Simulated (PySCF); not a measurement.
Species: C₅H₁₂FPSi.
SMILES with atom numbers: `[CH3:1][CH:2]([CH3:3])/[C:4]([F:5])=[P:6]\[CH2:7][SiH3:8]` (hydrogens: H9, H10, H11 on C1; H12 on C2; H13, H14, H15 on C3; H16, H17 on C7; H18, H19, H20 on Si8)

Theory: PySCF 2.14.0, density-fitted response routines, TDDFT CAM-B3LYP/def2-SVPD, vertical, gas phase, core orbitals frozen in the response. The structure is a single PBE0-D3(BJ)/def2-SVP conformer in the gas phase; no vibrational or solvent corrections. Torsions of this conformer, `[CH3:1][CH:2]([CH3:3])/[C:4]([F:5])=[P:6]\[CH2:7][SiH3:8]`: C1–C2–C4–F5 64°, C4–P6–C7–Si8 -84°.

Computed states:

```
state  E (eV)       f
   S1    4.97   0.137
   S2    5.08   0.129
   S3    5.96  0.0048
   S4    6.45   0.022
   S5    6.87  0.0049
   S6    6.92   0.011
   S7    7.24   0.035
   S8    7.31   0.096
   S9    7.56   0.016
  S10    7.65   0.021
```

Each state is given a Gaussian of 0.3 eV full width at half maximum, with ε(max) = 2.175×10⁸ f / Δν̃ (Δν̃ the width in cm⁻¹). The width is an assumption, not a result. The curve ends short of the highest state used, and states not computed would add to its high-energy end.

Question: What does the envelope look like, and where are its maxima?

Answer: 
```json
{"λ (nm)": "175.8", "ε (L mol⁻¹ cm⁻¹)": "2950"}
{"λ (nm)": "178.1", "ε (L mol⁻¹ cm⁻¹)": "1811"}
{"λ (nm)": "180.4", "ε (L mol⁻¹ cm⁻¹)": "1467"}
{"λ (nm)": "182.7", "ε (L mol⁻¹ cm⁻¹)": "1002"}
{"λ (nm)": "185.0", "ε (L mol⁻¹ cm⁻¹)": "698"}
{"λ (nm)": "187.2", "ε (L mol⁻¹ cm⁻¹)": "924"}
{"λ (nm)": "189.5", "ε (L mol⁻¹ cm⁻¹)": "1563"}
{"λ (nm)": "191.8", "ε (L mol⁻¹ cm⁻¹)": "2002"}
{"λ (nm)": "194.1", "ε (L mol⁻¹ cm⁻¹)": "1795"}
{"λ (nm)": "196.4", "ε (L mol⁻¹ cm⁻¹)": "1148"}
{"λ (nm)": "198.7", "ε (L mol⁻¹ cm⁻¹)": "563"}
{"λ (nm)": "201.0", "ε (L mol⁻¹ cm⁻¹)": "292"}
{"λ (nm)": "203.3", "ε (L mol⁻¹ cm⁻¹)": "285"}
{"λ (nm)": "205.6", "ε (L mol⁻¹ cm⁻¹)": "379"}
{"λ (nm)": "207.9", "ε (L mol⁻¹ cm⁻¹)": "430"}
{"λ (nm)": "210.2", "ε (L mol⁻¹ cm⁻¹)": "380"}
{"λ (nm)": "212.4", "ε (L mol⁻¹ cm⁻¹)": "268"}
{"λ (nm)": "214.7", "ε (L mol⁻¹ cm⁻¹)": "147"}
{"λ (nm)": "217.0", "ε (L mol⁻¹ cm⁻¹)": "65"}
{"λ (nm)": "219.3", "ε (L mol⁻¹ cm⁻¹)": "24"}
{"λ (nm)": "221.6", "ε (L mol⁻¹ cm⁻¹)": "10"}
{"λ (nm)": "223.9", "ε (L mol⁻¹ cm⁻¹)": "19"}
{"λ (nm)": "226.2", "ε (L mol⁻¹ cm⁻¹)": "81"}
{"λ (nm)": "228.5", "ε (L mol⁻¹ cm⁻¹)": "295"}
{"λ (nm)": "230.8", "ε (L mol⁻¹ cm⁻¹)": "887"}
{"λ (nm)": "233.1", "ε (L mol⁻¹ cm⁻¹)": "2216"}
{"λ (nm)": "235.4", "ε (L mol⁻¹ cm⁻¹)": "4656"}
{"λ (nm)": "237.6", "ε (L mol⁻¹ cm⁻¹)": "8161"}
{"λ (nm)": "239.9", "ε (L mol⁻¹ cm⁻¹)": "12701"}
{"λ (nm)": "242.2", "ε (L mol⁻¹ cm⁻¹)": "17246"}
{"λ (nm)": "244.5", "ε (L mol⁻¹ cm⁻¹)": "20635"}
{"λ (nm)": "246.8", "ε (L mol⁻¹ cm⁻¹)": "21939"}
{"λ (nm)": "249.1", "ε (L mol⁻¹ cm⁻¹)": "20868"}
{"λ (nm)": "251.4", "ε (L mol⁻¹ cm⁻¹)": "17854"}
{"λ (nm)": "253.7", "ε (L mol⁻¹ cm⁻¹)": "13797"}
{"λ (nm)": "256.0", "ε (L mol⁻¹ cm⁻¹)": "9664"}
{"λ (nm)": "258.3", "ε (L mol⁻¹ cm⁻¹)": "6155"}
{"λ (nm)": "260.6", "ε (L mol⁻¹ cm⁻¹)": "3576"}
{"λ (nm)": "262.8", "ε (L mol⁻¹ cm⁻¹)": "1957"}
{"λ (nm)": "265.1", "ε (L mol⁻¹ cm⁻¹)": "958"}
{"λ (nm)": "267.4", "ε (L mol⁻¹ cm⁻¹)": "432"}
{"λ (nm)": "269.7", "ε (L mol⁻¹ cm⁻¹)": "180"}
{"λ (nm)": "272.0", "ε (L mol⁻¹ cm⁻¹)": "69"}
{"λ (nm)": "274.3", "ε (L mol⁻¹ cm⁻¹)": "25"}
```

Maxima: 247 nm (5.02 eV), ε about 22000, made up of S1 (52%) and S2 (48%); 208 nm (5.96 eV), ε about 430, made up of S3 (100%); 192 nm (6.45 eV), ε about 2000, made up of S4 (100%) (ε in L mol⁻¹ cm⁻¹; maxima over ε = 5, shares over 10%). At its high-energy end, 7.05 eV, the curve is still rising (ε about 2900, from S6, S7 and S8).

Question: What would ε be at 5.02 eV, the highest of these maxima, with half the width (0.15 eV)?

Answer: About 33700 L mol⁻¹ cm⁻¹ against 21900, a factor of about 1.5; a lone state at its own centre would give exactly 2.

Question: On this curve, what absorbance would a 10⁻³ mol/L sample give at 248 nm over a 1 cm path?

Answer: 248 nm is 4.999 eV, where ε is about 22000 L mol⁻¹ cm⁻¹, so A = ε c l ≈ 22 (Beer–Lambert, with the gas-phase spectrum and the assumed width).

Question: Coming from long wavelengths, where does ε first pass 100 L mol⁻¹ cm⁻¹?

Answer: At about 271 nm (4.57 eV), 0.40 eV below S1.

All these states lie below the vertical ionisation energy of 8.58 eV (ΔSCF).
